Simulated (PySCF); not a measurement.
H$_{2}$Ga (SMILES [GaH2+]), charge +1, singlet, at a GFN2-xTB geometry (such geometries of metal compounds can be far from the true shape). Base run: PBE0/aug-cc-pVDZ (PySCF).

PySCF was given this input:
```python
from pyscf import gto, scf, dft

mol = gto.Mole()
mol.atom = '''
    Ga    0.00000000    0.00000000    0.00000000
    H    -0.00000000   -0.00000000   -1.56355402
    H     0.00000000    0.00000000    1.56355402
'''
mol.basis = 'aug-cc-pvdz'
mol.charge = 1
mol.verbose = 4
mol.build()

mf = dft.RKS(mol)
mf.xc = 'pbe0'
mf.kernel()
```

The base run was repeated with changes; each row names its change, and settings that it needs were set with it.

```
change                                                                                         basis functions       E (Eh)  HOMO (eV)  HOMO-LUMO gap (eV)
---------------------------------------------------------------------------------------------  ---------------  -----------  ---------  ------------------
base                                                                                                        54  -1925.43958     -16.48                8.16
basis = jorge-DZP-DKH; relativity = spin-free X2C                                                           53  -1944.38022     -16.44                8.24
basis = cc-pVDZ-DK; relativity = spin-free X2C                                                              37  -1944.40426     -16.51                8.22
basis = ANO-RCC-VDZP; relativity = none                                                                     37  -1914.43137     -16.56                8.17
basis = cc-pVDZ-DK; relativity = spin-free X2C; nucleus = Gaussian (with mol.nucmod = 'G')                  37  -1944.39462     -16.51                8.22
basis = ANO-RCC-VDZP; relativity = spin-free X2C                                                            37  -1944.49626     -16.53                8.23
basis = jorge-DZP-DKH; relativity = spin-free X2C; nucleus = Gaussian (with mol.nucmod = 'G')               53  -1944.37035     -16.44                8.24
basis = cc-pVDZ-DK; relativity = none                                                                       37  -1915.53250     -16.47                8.17
basis = jorge-DZP-DKH; relativity = none                                                                    53  -1921.00834     -16.43                8.19
basis = ANO-RCC-VDZP; relativity = spin-free X2C; nucleus = Gaussian (with mol.nucmod = 'G')                37  -1944.48524     -16.53                8.23
```

Absolute energies of different levels of theory aren't comparable as measures of quality.

Basis sets contracted for a relativistic Hamiltonian are a mismatch without it, so the rows without relativity aren't non-relativistic limits. No row has spin-orbit coupling; sets with core potentials leave out the core electrons.
